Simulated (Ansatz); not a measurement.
Reaction (cleavage of the Si–In bond): `F[CH2][InH][SiH3]` + `C[O][AlH][SH]` → `C[O][AlH][S][SiH3]` + `F[CH2][InH2]`

Isolated molecules relaxed with PBE0-D4/def2-TZVP in Ansatz; ΔE leaves out vibrations. CBS: MP2 limit from def2 TZ/QZ plus the TZ coupled-cluster correction, frozen cores. Functionals use def2-TZVPP. B3LYP here is the variant with VWN-RPA as its local correlation; programs differ in this. def2 core potentials past Kr. For In outer-core shells are correlated without core-valence functions, which leaves a few kJ/mol of doubt a bond. One conformer a species, not always the lowest.

Problem. Is it downhill or uphill in electronic energy at CCSD(T)/CBS, and by how much? (Best estimate.)

Solution. The calculation gave: Downhill: ΔE = -0.28 eV.

Problem. What do these levels give: ωB97X-V, ωB97M-V, B2PLYP, r2SCAN, PBE0, B3LYP, SCS-MP2/def2-TZVPP, CCSD/def2-TZVPP, CCSD(T)/def2-TZVPP, SCS-MP2/def2-QZVPP, HF/CBS(def2), CCSD/CBS(def2)? (Best estimate.)

Solution. Ansatz gave: ωB97X-V -0.31, ωB97M-V -0.32, B2PLYP -0.26, r2SCAN -0.27, PBE0 -0.21, B3LYP -0.20, SCS-MP2/def2-TZVPP -0.32, CCSD/def2-TZVPP -0.26, CCSD(T)/def2-TZVPP -0.27, SCS-MP2/def2-QZVPP -0.33, HF/CBS(def2) -0.36, CCSD/CBS(def2) -0.28 eV.

Largest T1 diagnostic among the species: 0.013.

From PBE to PBE0 (25 % exact exchange), in def2-TZVPP and without D4, ΔE moves by −0.06 eV. The D4 term adds −0.09 eV with B3LYP and −0.05 eV with PBE0; it sums over pairs of atoms, weighted by their polarisabilities, and B3LYP, whose exchange is more repulsive, gets the larger term.
